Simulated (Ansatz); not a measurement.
Relaxation of Ag₄F₃⁺ with RKS r2SCAN-D4/def2-SVP.

```sh
$ ansatz run in.yaml --threads 4 --pin off --events-out ev --progress --plain --max-ram 4787MiB
```

```yaml
crystal:
  periodic: [false, false, false]
  atoms:
    - {symbol: Ag, position_ang: [-2.036800, -2.070170, 3.148600]}
    - {symbol: Ag, position_ang: [1.719110, 1.250750, -2.754540]}
    - {symbol: Ag, position_ang: [-0.781960, 1.566190, 0.851310]}
    - {symbol: Ag, position_ang: [0.322660, -0.990440, -0.162750]}
    - {symbol: F, position_ang: [0.340960, 1.861510, -0.927210]}
    - {symbol: F, position_ang: [1.528960, -0.809460, -1.870160]}
    - {symbol: F, position_ang: [-1.092940, -0.808370, 1.714750]}
basis:
  gaussian: {orbitals: def2-SVP}
total_charge: 1
hamiltonian: {xc: r2scan, dispersion: d4}
scf: {lower_state_search: "off"}
output: {orbitals: {seedname: orbitals}}
relax: {f_tol: 0.02, max_steps: 100}
```

It took 56 s on 4 threads of Arm Neoverse V1 on a shared host.

Positions (Å) and forces (eV/Å) at steps 1, 2, 3, 4, 5, 6, 7, 8, 9, 10, 12 of 12:

```xyz
7
step=1 energy=-24137.5572 eV
Ag   -2.037   -2.070    3.149    0.195    0.222   -0.289
Ag    1.719    1.251   -2.755   -0.536   -0.488    0.931
Ag   -0.782    1.566    0.851    0.346   -0.450   -0.453
Ag    0.323   -0.990   -0.163   -0.081    0.438   -0.015
F     0.341    1.862   -0.927    0.018   -0.228    0.053
F     1.529   -0.809   -1.870   -0.203    0.368    0.154
F    -1.093   -0.808    1.715    0.261    0.137   -0.380
7
step=2 energy=-24137.8418 eV
Ag   -1.964   -2.002    3.040    0.028   -0.011   -0.031
Ag    1.623    1.188   -2.595   -0.091   -0.003    0.141
Ag   -0.756    1.460    0.830   -0.041    0.014    0.041
Ag    0.298   -0.884   -0.164    0.072   -0.109   -0.088
F     0.331    1.812   -0.903    0.016    0.132   -0.056
F     1.506   -0.831   -1.836   -0.075   -0.119    0.127
F    -1.038   -0.743    1.628    0.091    0.096   -0.134
7
step=3 energy=-24137.8767 eV
Ag   -1.921   -1.995    2.984    0.000   -0.049    0.012
Ag    1.584    1.146   -2.521   -0.042    0.038    0.059
Ag   -0.772    1.486    0.838    0.006   -0.017   -0.012
Ag    0.305   -0.910   -0.175   -0.005   -0.049    0.018
F     0.306    1.885   -0.886    0.031    0.115   -0.072
F     1.509   -0.903   -1.829   -0.023   -0.081    0.045
F    -1.011   -0.709    1.589    0.034    0.044   -0.050
7
step=4 energy=-24137.9093 eV
Ag   -1.870   -2.034    2.934   -0.001   -0.029    0.012
Ag    1.548    1.104   -2.440   -0.045    0.015    0.065
Ag   -0.758    1.502    0.798    0.094   -0.037   -0.137
Ag    0.294   -0.958   -0.157    0.000   -0.008    0.008
F     0.298    2.038   -0.906   -0.016    0.088    0.009
F     1.490   -0.978   -1.800    0.002   -0.030   -0.004
F    -1.001   -0.675    1.571   -0.035    0.001    0.047
7
step=5 energy=-24137.9521 eV
Ag   -1.841   -2.068    2.914    0.003    0.011    0.000
Ag    1.502    1.077   -2.353   -0.110    0.001    0.158
Ag   -0.714    1.479    0.720    0.166   -0.018   -0.248
Ag    0.286   -1.018   -0.135    0.003   -0.012    0.001
F     0.296    2.230   -0.939   -0.047   -0.006    0.081
F     1.470   -1.037   -1.774    0.041    0.017   -0.066
F    -1.000   -0.663    1.567   -0.057    0.007    0.075
7
step=6 energy=-24137.9981 eV
Ag   -1.826   -2.076    2.906   -0.003    0.037    0.002
Ag    1.434    1.056   -2.241   -0.198    0.014    0.276
Ag   -0.652    1.430    0.624    0.205    0.133   -0.334
Ag    0.287   -1.087   -0.121    0.014   -0.037   -0.010
F     0.289    2.424   -0.963   -0.059   -0.231    0.149
F     1.462   -1.091   -1.760    0.095    0.065   -0.149
F    -0.994   -0.657    1.557   -0.054    0.020    0.065
7
step=7 energy=-24138.0655 eV
Ag   -1.818   -2.031    2.898   -0.008    0.043    0.007
Ag    1.328    1.014   -2.077   -0.210   -0.043    0.307
Ag   -0.614    1.402    0.566    0.182    0.196   -0.315
Ag    0.314   -1.130   -0.149    0.043   -0.050   -0.051
F     0.268    2.546   -0.957   -0.038   -0.271    0.126
F     1.496   -1.152   -1.794    0.091    0.126   -0.156
F    -0.972   -0.648    1.513   -0.060   -0.001    0.082
7
step=8 energy=-24138.1381 eV
Ag   -1.819   -1.994    2.898    0.000    0.071   -0.009
Ag    1.226    0.969   -1.917   -0.083   -0.137    0.150
Ag   -0.580    1.398    0.508   -0.023   -0.096    0.050
Ag    0.340   -1.164   -0.184   -0.035   -0.079    0.068
F     0.256    2.606   -0.950    0.072    0.037   -0.106
F     1.533   -1.175   -1.842    0.066    0.197   -0.138
F    -0.957   -0.640    1.488    0.004    0.009   -0.014
7
step=9 energy=-24138.1595 eV
Ag   -1.836   -1.906    2.913   -0.030    0.038    0.035
Ag    1.124    0.924   -1.761    0.069    0.163   -0.133
Ag   -0.555    1.353    0.475   -0.007    0.167   -0.033
Ag    0.373   -1.249   -0.210    0.063   -0.166   -0.052
F     0.251    2.678   -0.956    0.022   -0.325    0.048
F     1.574   -1.146   -1.905   -0.074    0.176    0.065
F    -0.932   -0.653    1.444   -0.043   -0.052    0.071
7
step=10 energy=-24138.1886 eV
Ag   -1.905   -1.768    2.989   -0.046   -0.019    0.068
Ag    1.144    0.969   -1.792    0.011    0.007   -0.015
Ag   -0.562    1.282    0.490    0.009    0.017   -0.017
Ag    0.411   -1.309   -0.257    0.025   -0.010   -0.033
F     0.225    2.630   -0.904   -0.025    0.019    0.030
F     1.601   -1.075   -1.953    0.004   -0.025    0.000
F    -0.914   -0.729    1.428    0.022    0.010   -0.032
7
step=12 energy=-24138.1918 eV
Ag   -1.946   -1.670    3.038    0.003    0.000   -0.004
Ag    1.146    0.990   -1.793    0.002   -0.007    0.001
Ag   -0.559    1.228    0.489    0.000    0.000   -0.001
Ag    0.436   -1.341   -0.294    0.004    0.001   -0.006
F     0.199    2.623   -0.863    0.000    0.002   -0.001
F     1.624   -1.050   -1.985   -0.002    0.004    0.002
F    -0.901   -0.781    1.407   -0.006   -0.001    0.010
```

In the def2 sets Ag takes a core potential; there is no spin–orbit coupling. The relaxation made no stability test and no search for a lower SCF solution. No other spin state of charge 1 was run. Another isomer (singlet) lies 0.35 eV lower at PBE0-D4/def2-TZVP; other spin states weren't run for this one.
